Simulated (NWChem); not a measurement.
**Electron attachment to InO**

SMILES: [O]=[In]
```xyz
2

In     0.0000     0.0000     0.2729
O      0.0000     0.0000    -1.6713
```
Charge 0, spin multiplicity 2.

The numbers come from NWChem runs, not from measurements. Structure: optimised with UPBE/def2-SVP with def2 effective core potentials on In, a minimum by its harmonic frequencies.

Basis set: def2-TZVPD. The species with one electron more has spin multiplicity 1 and keeps the geometry of the parent. Δ marks differences of total energies (open shells unrestricted). −ε marks an orbital energy of the parent. That orbital need not have the symmetry of the hole or added electron in the Δ rows. The basis adds only a small set of diffuse functions.

Effective core potentials replace the inner electrons of In; spin-orbit coupling is left out. B3LYP has NWChem's definition, with VWN1-RPA local correlation. The structure started from a generated list of species. The unpaired electrons of the parent sit in orbitals of symmetry a1 (C2v labels of the run); other states weren't searched. No SCF solution was tested for a lower state.

### Question
Order these methods by the vertical electron affinity they give, lowest first: −ε(beta LUMO) of BHandHLYP, −ε(beta LUMO) of PBE, −ε(beta LUMO) of B3LYP, −ε(beta LUMO) of M06-2X, ΔPBE.

### Answer
ΔPBE (2.27 eV), −ε(beta LUMO) of BHandHLYP (2.37 eV), −ε(beta LUMO) of M06-2X (2.88 eV), −ε(beta LUMO) of B3LYP (4.21 eV), −ε(beta LUMO) of PBE (5.15 eV)
